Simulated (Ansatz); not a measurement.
Sn₂H, relaxed as a quartet with UKS r2SCAN-D4/def2-TZVP in Ansatz, starting from the r2SCAN-D4/def2-TZVP geometry of the neutral doublet. Force threshold 0.02 eV/Å.

In the def2 sets Sn takes a core potential; there is no spin–orbit coupling. At r2SCAN-D4/def2-TZVP a doublet of charge 0 lies 0.96 eV below the quartet, each at its own geometry. The structure comes from a short search, and lower isomers may exist.

Start:

Cartesian coordinates in Å:
```
Sn -0.692 1.255 0.222
Sn 1.163 -0.754 0.427
H -0.471 -0.501 -0.649
```

Question: Estimate the energy that the relaxation releases and the steps that it takes.

Answer: 0.15 eV, in 5 steps; 40 s on 4 threads of Arm Neoverse V1 on a shared host. No frequencies were taken in this run, so the end may be a saddle point.

Question: Does the start keep its bonding?

Answer: By distances, no bond broke or formed. The bond that changes most is Sn1–H3, from 1.97 to 1.97 Å (atoms count from 1).

Question: Predict the relaxed structure.

Answer: 
```xyz
3

Sn   -0.812    1.331    0.178
Sn    1.233   -0.883    0.403
H    -0.421   -0.448   -0.580
```
Bond lengths (bridged metal pairs left out): 2 × H–Sn 1.97 Å.
